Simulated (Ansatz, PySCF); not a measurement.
Breaking a bond: OBe, singlet.

- UKS-B3LYP = Ansatz (a first-principles code) with unrestricted B3LYP/cc-pVDZ
- RKS-B3LYP = Ansatz with restricted B3LYP/cc-pVDZ
- UKS-CAM-B3LYP = unrestricted CAM-B3LYP/cc-pVDZ run with Ansatz
- RKS-CAM-B3LYP = restricted CAM-B3LYP/cc-pVDZ run with Ansatz
- UKS-PBE = unrestricted PBE/cc-pVDZ (Ansatz)
- RKS-PBE = restricted PBE/cc-pVDZ in Ansatz
- UKS-B3LYP/6-31G* = PySCF with unrestricted B3LYP/6-31G*, spherical d
- RKS-B3LYP/6-31G* = restricted B3LYP/6-31G*, spherical d (PySCF 2.14.0)
- UKS-M06-2X/6-31G* = PySCF with unrestricted M06-2X/6-31G*, spherical d
- RKS-M06-2X/6-31G* = PySCF with restricted M06-2X/6-31G*, spherical d
- UKS-B3LYP/6-311+G** = unrestricted B3LYP/6-311+G**, spherical d run with PySCF 2.14.0
- RKS-B3LYP/6-311+G** = restricted B3LYP/6-311+G**, spherical d (PySCF)

Scanned distances (Å): 1.17, 1.26, 1.34, 1.41, 1.47, 1.52, 1.57, 1.62, 1.69.

Task: Where does the unrestricted solution first break spin symmetry (<S²> of 0.01 or more)?

Result: UKS-B3LYP: between 1.47 and 1.52 Å; UKS-CAM-B3LYP: between 1.52 and 1.57 Å; UKS-PBE: between 1.41 and 1.47 Å; UKS-B3LYP/6-31G*: between 1.41 and 1.47 Å; UKS-M06-2X/6-31G*: between 1.41 and 1.47 Å; UKS-B3LYP/6-311+G**: between 1.47 and 1.52 Å.

```
R / Å  <S²> UKS-B3LYP  E(RKS-B3LYP) − E(UKS-B3LYP) / kJ/mol  <S²> UKS-CAM-B3LYP  E(RKS-CAM-B3LYP) − E(UKS-CAM-B3LYP) / kJ/mol  <S²> UKS-PBE  E(RKS-PBE) − E(UKS-PBE) / kJ/mol  <S²> UKS-B3LYP/6-31G*  E(RKS-B3LYP/6-31G*) − E(UKS-B3LYP/6-31G*) / kJ/mol  <S²> UKS-M06-2X/6-31G*  E(RKS-M06-2X/6-31G*) − E(UKS-M06-2X/6-31G*) / kJ/mol  <S²> UKS-B3LYP/6-311+G**  E(RKS-B3LYP/6-311+G**) − E(UKS-B3LYP/6-311+G**) / kJ/mol
-----  --------------  ------------------------------------  ------------------  --------------------------------------------  ------------  --------------------------------  ---------------------  --------------------------------------------------  ----------------------  ----------------------------------------------------  ------------------------  --------------------------------------------------------
1.17             0.00                                   0.0                0.00                                           0.0          0.00                               0.0                   0.00                                                 0.0                    0.00                                                   0.0                      0.00                                                       0.0
1.26             0.00                                   0.0                0.00                                           0.0          0.00                               0.0                   0.00                                                 0.0                    0.00                                                   0.0                      0.00                                                       0.0
1.34             0.00                                   0.0                0.00                                           0.0          0.00                               0.0                   0.00                                                 0.0                    0.00                                                   0.0                      0.00                                                       0.0
1.41             0.00                                   0.0                0.00                                           0.0          0.00                               0.0                   0.00                                                 0.0                    0.00                                                   0.0                      0.00                                                       0.0
1.47             0.00                                   0.0                0.00                                           0.0          0.04                               0.1                   0.01                                                 0.0                    0.02                                                   0.0                      0.00                                                       0.0
1.52             0.37                                   0.7                0.00                                           0.0          0.14                               0.9                   0.39                                                 1.3                    0.17                                                   1.0                      0.06                                                       0.1
1.57             0.69                                   9.5                1.00                                          21.1          0.23                               2.4                   0.69                                                10.0                    1.00                                                  18.1                      0.60                                                       5.7
1.62             0.87                                  22.4                1.00                                          41.6          0.41                               5.2                   0.87                                                22.7                    1.00                                                  39.2                      0.78                                                      16.8
1.69             1.01                                  44.2                1.00                                          67.2          0.62                              12.6                   1.01                                                44.4                    1.00                                                  65.8                      0.97                                                      36.2
```
